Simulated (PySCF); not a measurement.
Constitutional and geometric isomers with formula C2H2OSi. Isolated molecules, 0 K electronic values unless said otherwise. Strings in code marks are SMILES.

The S1 excitation (TDA) from two functionals at the same geometries (PBE0-D3(BJ)/def2-TZVP), both in PySCF: PBE-D3(BJ)/def2-TZVP and PBE0-D3(BJ)/def2-TZVP. Excitations are Tamm–Dancoff values on a coarser integration grid. The basis has no diffuse functions, so Rydberg states are missing or too high.

```
species           PBE-D3(BJ)/def2-TZVP (eV)
----------------  -------------------------
`O=[si]1cc1`                           4.20
`C#C[SiH]=O`                           3.58
`C(=C=[SiH2])=O`                       2.27
```

Task: What does PBE0-D3(BJ)/def2-TZVP give for each?

Result: 
- `O=[si]1cc1`: 4.91
- `C#C[SiH]=O`: 4.08
- `C(=C=[SiH2])=O`: 2.44
Over these rows, drawn at random from the members with no instability flagged (it was tested for open shells, ions and some series alone), PBE minus PBE0-D3(BJ): mean -0.46 eV, from -0.71 eV to -0.17 eV.
